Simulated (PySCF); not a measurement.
Atoms are numbered as in `[CH2:1]=[C:2]([CH3:3])[Si@@H:4]1[CH2:5][C@@H:6]([C:7]#[N:8])[Si@@H:9]1[F:10]`; H(Xn) means a hydrogen on atom n. Ha(C5) is cis to C2 on the ring; Ha(C1) is cis to C3; Hb(C5) is trans to C2 on the ring; Hb(C1) is trans to C3.

No solvent model, one conformer, no relativistic terms, averaged over atoms made equivalent by symmetry, fast rotation or ring inversion. Structure optimised with GFN2-xTB; PBE0/pcSseg-1 with gauge-including orbitals; PySCF 2.14.

Scale: ¹³C (σ = 186.93 ppm), ¹H (σ = 31.72 ppm), ²⁹Si (σ = 349.16 ppm) vs TMS; ¹⁵N (σ = 267.73 ppm) vs NH3; ¹⁹F (σ = 170.95 ppm) vs CFCl3 (reference shieldings calculated alike).

| atoms | nucleus | count | δ (ppm) |
| --- | --- | --- | --- |
| C2 | ¹³C | 1 | 149.6 |
| C5 | ¹³C | 1 | 15.5 |
| N8 | ¹⁵N | 1 | ? |
| C7 | ¹³C | 1 | ? |
| Ha(C1) | ¹H | 1 | 6.15 |
| C6 | ¹³C | 1 | 21.9 |
| Si4 | ²⁹Si | 1 | -3.8 |
| H(Si9) | ¹H | 1 | 6.17 |
| Hb(C5) | ¹H | 1 | 1.70 |
| F10 | ¹⁹F | 1 | -200.3 |
| C1 | ¹³C | 1 | ? |
| Si9 | ²⁹Si | 1 | ? |
| C3 | ¹³C | 1 | 27.2 |
| Hb(C1) | ¹H | 1 | ? |
| Ha(C5) | ¹H | 1 | 2.03 |
| H(C3) | ¹H | 3 | ? |
| H(C6) | ¹H | 1 | 2.80 |
| H(Si4) | ¹H | 1 | 5.26 |

**Question.** Complete the table.

**Answer.** 
- C1: 138.3 ppm, terminal =CH2 carbon; an sp2 carbon of a C=C bond
- C7: 125.6 ppm, nitrile carbon; C≡N carbons fall here, among the sp2 signals but without a proton
- Hb(C1): 5.78 ppm, hydrogen on a terminal =CH2 carbon; a vinylic proton, deshielded by the sp2 carbon and the C=C anisotropy
- H(C3): 2.21 ppm, hydrogen on an allylic methyl carbon; allylic position
- Si9: 50.3 ppm, silicon bonded to C, F, Si, H, in a 4-membered ring
- N8: 300.4 ppm, nitrile nitrogen

Shifts are as computed. Against solution values, carbons near 30 ppm lie about +3 ppm off and those near 130 ppm about +5 ppm. Of 1309 compounds with measured shifts, 239 miss one by over three times the rms of a fit or turn the order of signals round; such compounds aren't used in these exercises. Unscaled 19F shifts against computed CFCl3 carry errors that often reach 10 to 50 ppm. Experimental scales use liquid or dissolved standards, which lie at an offset from isolated NH3 (liquid NH3: subtract about 20 ppm). Unscaled 15N shifts of sp2 nitrogen come out 20 to 40 ppm too high even then.
